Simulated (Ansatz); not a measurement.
Cost and result up the ladder for In₁₄P₁₄H₃₄, a nanocrystal cut from wurtzite InP (hydrogen-capped) (62 atoms). Total charge 0; singlet. Geometry: PBE-D4/def2-SVP.

Cartesian coordinates in Å:
```
P -5.071 1.573 -0.839
In -4.232 1.520 -3.381
In -4.213 -2.689 -2.023
P -2.820 -0.587 -2.796
In -3.471 2.290 1.086
P -2.296 4.261 -0.211
In -2.992 -1.542 1.883
P -2.708 -3.319 0.065
P -1.663 0.500 1.057
In -0.825 -0.011 -1.311
In 0.276 4.197 -0.695
P 0.366 2.126 -2.226
In -0.306 -4.005 -0.556
P 0.899 -1.879 -1.319
In 1.409 -2.515 -3.796
In 2.825 1.832 -2.976
P 2.829 -0.329 -4.420
P -1.480 -2.311 3.901
In 0.260 1.170 2.652
P 1.365 3.214 1.422
In 1.106 -2.726 3.683
P 0.852 -4.500 1.770
P 2.051 -0.660 2.543
In 2.902 -1.326 0.200
In 3.878 3.001 0.841
P 3.788 0.966 -0.742
In 4.014 -0.192 4.201
P 4.887 2.064 3.047
H -6.305 2.277 -0.652
H -5.537 0.262 -0.498
H -5.607 1.129 -4.369
H -3.228 2.946 -3.505
H -5.678 -2.039 -1.329
H -4.053 -3.941 -3.216
H -2.147 -0.978 -4.000
H -4.184 2.837 2.571
H -2.907 4.341 -1.504
H -2.689 5.543 0.290
H -4.615 -1.223 2.436
H -3.306 -4.495 0.628
H 0.893 5.712 -1.279
H -0.375 2.521 -3.388
H -0.178 -5.426 -1.554
H -0.050 -2.296 -4.728
H 2.547 -3.828 -3.862
H 3.573 3.227 -3.696
H 2.620 0.081 -5.777
H 4.219 -0.650 -4.547
H -2.069 -3.449 4.539
H -1.677 -1.379 4.968
H -0.282 1.626 4.248
H 1.332 4.306 2.352
H 1.788 -3.382 5.143
H 0.318 -5.702 2.335
H 2.167 -4.994 1.500
H 4.166 -2.529 0.222
H 4.648 4.434 0.224
H 5.170 0.744 -1.060
H 3.360 0.336 5.725
H 5.294 -1.334 3.907
H 4.857 3.161 3.969
H 6.306 2.042 2.850
```

Ansatz on 11 threads of AMD EPYC 7R13 on a shared host and a whole NVIDIA H100 80GB HBM3. Times are rough, and most runs start from the orbitals of an earlier one. PBE0-D4/def2-TZVP serves as the yardstick here, not as an exact answer. Differences are given only for rows in sets of like size (and for xTB, whose basis is part of the method), since another set adds its own error. Binding counts from free atoms at the same level (P quartet, In doublet, H doublet; other spins of the atoms weren't run), without zero-point energy or a counterpoise term.

In the def2 sets In takes a core potential; there is no spin–orbit coupling. Single mean-field runs in def2-SVP, def2-TZVP are fitted with def2-universal-jkfit.

| level | functions | wall time | binding energy per atom (eV) | difference from PBE0-D4/def2-TZVP (eV) |
| --- | --- | --- | --- | --- |
| PBE-D4/def2-SVP | 786 | 5.5 s | 2.57 | – |
| PBE0-D4/def2-SVP | 786 | 7.5 s | 2.57 | – |
| PBE-D4/def2-TZVP (with forces) | 1422 | 12 s | 2.58 | 0.00 |
| r2SCAN-D4/def2-TZVP (with forces) | 1422 | 14 s | 2.59 | 0.01 |
| PBE0-D4/def2-TZVP | 1422 | 14 s | 2.58 | 0.00 |
